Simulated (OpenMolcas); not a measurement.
**3d³ along the 21-electron sequence**

```
Program             : OpenMolcas 26.06
Method              : CASSCF
Basis               : ANO-R2
Scalar Hamiltonian  : X2C, finite nucleus
Spin-orbit coupling : RASSI with atomic mean-field integrals over the reference wave functions, term energies averaged over their components
```

Active space for each ion: 3 electrons in 5 orbitals (3d).

Computed levels in cm-1 above ⁴F_3/2:

| Level | Mn4+ | Fe5+ | Co6+ | Ni7+ |
| --- | --- | --- | --- | --- |
| ⁴F_5/2 | 364 | 511 | 667 | 950 |
| ⁴F_7/2 | 859 | 1203 | 1585 | 2215 |
| ⁴F_9/2 | 1475 | 2055 | 2738 | 3740 |
| ⁴P_1/2 | 20528 | 23174 | 25754 | 28369 |
| ⁴P_3/2 | 20679 | 23365 | 26154 | 28630 |
| ²G_7/2 | 21020 | 23867 | 26551 | 29492 |
| ⁴P_5/2 | 21111 | 23993 | 26821 | 29889 |
| weight of ⁴F in the lowest level (%) | 100 | 100 | 100 | 100 |

Measured, with the error of the calculation in %. Measured levels: Mn4+ from Corliss and Sugar, J. Phys. Chem. Ref. Data 6, 1253 (1977); Fe5+ from Corliss and Sugar, J. Phys. Chem. Ref. Data 11, 135 (1982); Co6+ from Sugar and Corliss, J. Phys. Chem. Ref. Data 10, 1097 (1981); Ni7+ from Corliss and Sugar, J. Phys. Chem. Ref. Data 10, 197 (1981).

```json
{"Level": "⁴F_5/2", "Mn4+": "359 (+1.3)", "Fe5+": "511 (-0.1)", "Co6+": "698 (-4.4)", "Ni7+": "1012 (-6.1)"}
{"Level": "⁴F_7/2", "Mn4+": "835 (+2.9)", "Fe5+": "1188 (+1.2)", "Co6+": "1610 (-1.6)", "Ni7+": "2184 (+1.4)"}
{"Level": "⁴F_9/2", "Mn4+": "1412 (+4.4)", "Fe5+": "2001 (+2.7)", "Co6+": "2723 (+0.5)", "Ni7+": "3721 (+0.5)"}
{"Level": "⁴P_1/2", "Mn4+": "16434 (+24.9)", "Fe5+": "18738 (+23.7)", "Co6+": "21096 (+22.1)", "Ni7+": "23261 (+22.0)"}
{"Level": "⁴P_3/2", "Mn4+": "16595 (+24.6)", "Fe5+": "18942 (+23.4)", "Co6+": "21304 (+22.8)", "Ni7+": "23710 (+20.7)"}
{"Level": "²G_7/2", "Mn4+": "17892 (+17.5)", "Fe5+": "20616 (+15.8)", "Co6+": "", "Ni7+": ""}
{"Level": "⁴P_5/2", "Mn4+": "17049 (+23.8)", "Fe5+": "19611 (+22.3)", "Co6+": "22187 (+20.9)", "Ni7+": "24669 (+21.2)"}
```

The fine-structure level ⁴F_9/2 changes by a factor of 2.54 from Mn4+ to Ni7+. Its fourth root runs 6.20, 6.73, 7.23, 7.82, with steps per unit of Z of 0.54, 0.50, 0.59; equal steps would mean a (Z - σ)^4 law with constant σ.

⁴P_1/2 changes by a factor of 1.38 over the same range, with steps per unit of Z of +2650, +2580, +2620 cm-1.

Without dynamic correlation excited terms often stand tens of per cent too high (terms of higher spin than the ground term too low), and those without a measured partner can miss by more than the paired ones. Some high roots are left out of the spin-orbit mixing, which shifts the levels that they would mix with (holds for Co6+). Computed and measured levels are paired by configuration, term and J; levels that our copy of the source lacks, or whose pairing is in doubt (as where it misses far off the trend of its configuration), stay unpaired and out of the deviations. Only configurations of the active space appear.
